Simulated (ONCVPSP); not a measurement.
**Before and after: ONCV potential for copper**

| Item | Value |
| --- | --- |
| Element | Cu (Z = 29) |
| Generator | ONCVPSP 4.0.1 |
| Type | optimised norm-conserving Vanderbilt (ONCV) |
| Functional | PBE |
| Relativity | scalar-relativistic |
| Frozen core | [Ne] |
| Valence charge | 19 |
| Reference configuration | 3s2 3p6 3d10 4s1 |
| Partial waves | 3s+4s: rc 1.40 bohr, ncon 4, nbas 9, qcut 11 1/bohr, 2 projectors; 3p: rc 0.80 bohr, ncon 4, nbas 7, qcut 9.6 1/bohr, 2 projectors, debl 3.7 Ha; 3d: rc 1.15 bohr, ncon 4, nbas 9, qcut 10.7 1/bohr, 2 projectors, debl 1.3 Ha |
| Local potential | polynomial inside 0.55 bohr (lpopt 5, dvloc0 2 Ha) |
| Core correction | none |

All-electron outer shells of the reference configuration (PBE, scalar-relativistic, ld1.x):

| shell | level (eV) | outermost node (bohr) | outermost maximum (bohr) |
| --- | --- | --- | --- |
| 2p | -916.98 | – | 0.16 |
| 3s | -114.70 | 0.29 | 0.61 |
| 3p | -72.14 | 0.26 | 0.62 |
| 3d | -5.04 | – | 0.60 |
| 4s | -4.61 | 0.89 | 2.27 |

Change: s: qcut 10.6; p: qcut 9.2; d: qcut 10.3.

Cutoffs: the cutoffs (Ha) at which the residual kinetic energy of the hardest occupied pseudo-wave falls to 1 and 0.1 mHa per electron; they do not see the model core or the augmentation charge, which bear on the density cutoff. Errors are all-electron minus pseudo energies relative to the spin-unpolarised reference configuration.

What does the change do?

The potential gets harder (60 Ha and 223 Ha → 99 Ha and 232 Ha); the errors of the 3 common tests hardly move; neither file shows a bound ghost.

| quantity | base | changed |
| --- | --- | --- |
| cutoff, loose | 60 Ha | 99 Ha |
| cutoff, tight | 223 Ha | 232 Ha |
| loose cutoff by channel | s 28 Ha, p 44 Ha, d 60 Ha | s 26 Ha, p 44 Ha, d 99 Ha |
| bound ghosts | none | none |
| GHOST(+) flags under 300 eV | s at 285.0 eV | s at 280.9 eV |
| tests with a reliable result | 3 of 4 | 3 of 4 |
| error for 3s2 3p6 3d10 4s0, meV [ΔE 8.15 eV] | +3.7 | +3.8 |
| error for 3s2 3p6 3d9 4s0, meV [ΔE 29.48 eV] | +0.4 | +0.5 |
| error for 3s2 3p6 3d9 4s2, meV [ΔE 1.97 eV] | +12 | +13 |
| s: phases at 1.42 bohr within 0.05 rad from the reference energy up to (Ha; the scan ends near 5) | to the end of the scan | to the end of the scan |
| p: phases at 0.81 bohr within 0.05 rad from the reference energy up to (Ha; the scan ends near 5) | to the end of the scan | to the end of the scan |
| d: phases at 1.16 bohr within 0.05 rad from the reference energy up to (Ha; the scan ends near 5) | to the end of the scan | to the end of the scan |
